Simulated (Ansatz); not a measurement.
Cost and result for the atomization energy of C2H2BrIO, SMILES `BrC1(I)CO1` (7 atoms, 7 bonds).

```csv
atom,x (Å),y (Å),z (Å)
Br1,-1.0849,-0.8075,1.8285
C2,0.1481,-0.0656,0.5566
I3,1.4556,1.3765,1.4078
C4,-0.2334,0.0252,-0.8439
O5,0.6985,-0.9449,-0.3316
H6,0.2059,0.8000,-1.4638
H7,-1.1898,-0.3837,-1.1535
```

Total charge 0; spin multiplicity 1. Correlated methods include outer-core shells of Br, I, which these sets cover unevenly. Scalar relativity is left out up to krypton. I takes the def2 core potential. All single points use the PBE0-D4/def2-TZVP geometry. Program: Ansatz. All runs use 4 threads of an Intel Xeon Platinum 8259CL on a shared host. Times are those of one run each, without the atoms' runs, and a repeat can differ threefold. Electronic energies, without spin–orbit coupling; frozen cores. CCSD(T)/CBS adds CCSD(T) − MP2 in def2-TZVPP to the MP2 limit, and its time is that of the two runs behind it. T1 = 0.010. With those shells the extrapolation isn't a true limit. HSE06 is the plane-wave form, built on full-range PBE exchange.

CCSD(T)/CBS is a level of theory with its own doubt, some kJ/mol a heavy atom from the limit and from the frozen cores, so smaller differences don't rank the functionals.

```
                             level  functions  wall time
            LDA (SPW92)/def2-TZVPP        219      1.5 s
                BLYP-D4/def2-TZVPP        219      2.2 s
   PBE-D4/def2-TZVPP (with forces)        219      2.7 s
                PBE0-D4/def2-TZVPP        219      3.5 s
               HSE06-D4/def2-TZVPP        219      3.9 s
r2SCAN-D4/def2-TZVPP (with forces)        219      4.2 s
                 B2PLYP/def2-TZVPP        219        7 s
                 B97M-V/def2-TZVPP        219      7.5 s
                ωB97X-V/def2-TZVPP        219      7.5 s
                  CCSD(T)/def2-SVP        110      9.5 s
                    MP2/def2-QZVPP        402       22 s
                CCSD(T)/def2-TZVPP        219    2.6 min
                 CCSD(T)/CBS(def2)          –    2.9 min
```

Problem. What atomization energy does each give, and how far from CCSD(T)/CBS? (Best estimate.)

Solution. Computed: 
```
                             level  atomization (kcal/mol)  difference from CCSD(T)/CBS  per bond
            LDA (SPW92)/def2-TZVPP                   696.8                        122.6      17.5
                BLYP-D4/def2-TZVPP                   574.3                          0.1       0.0
   PBE-D4/def2-TZVPP (with forces)                   604.7                         30.5       4.4
                PBE0-D4/def2-TZVPP                   581.2                          7.0       1.0
               HSE06-D4/def2-TZVPP                   581.9                          7.7       1.1
r2SCAN-D4/def2-TZVPP (with forces)                   578.2                          4.0       0.6
                 B2PLYP/def2-TZVPP                   562.0                        -12.2      -1.7
                 B97M-V/def2-TZVPP                   571.7                         -2.5      -0.4
                ωB97X-V/def2-TZVPP                   572.3                         -1.9      -0.3
                  CCSD(T)/def2-SVP                   532.0                        -42.2      -6.0
                    MP2/def2-QZVPP                   592.6                         18.4       2.6
                CCSD(T)/def2-TZVPP                   553.2                        -21.0      -3.0
                 CCSD(T)/CBS(def2)                   574.2                          0.0       0.0
```

From BLYP to BHLYP (50 % exact exchange), in def2-TZVPP and without D4, the atomization energy moves by −35.2 kcal/mol: exact exchange takes away binding that semilocal exchange gives to molecules. At CCSD(T), def2-SVP lies −42.1 kcal/mol from the extrapolated value and def2-TZVPP −20.9 kcal/mol: correlation converges slowly with the basis, and small sets miss more of it in the bonded molecule than in its fragments. The D4 term adds +8.6 kcal/mol with B3LYP and +4.4 kcal/mol with PBE0; it sums over pairs of atoms, weighted by their polarisabilities, and B3LYP, whose exchange is more repulsive, gets the larger term.

B3LYP here is the variant with VWN-RPA as its local correlation; programs differ in this.

Spin–orbit coupling would lower the free I atoms strongly, and the atomization energy with them, by more than many differences here.
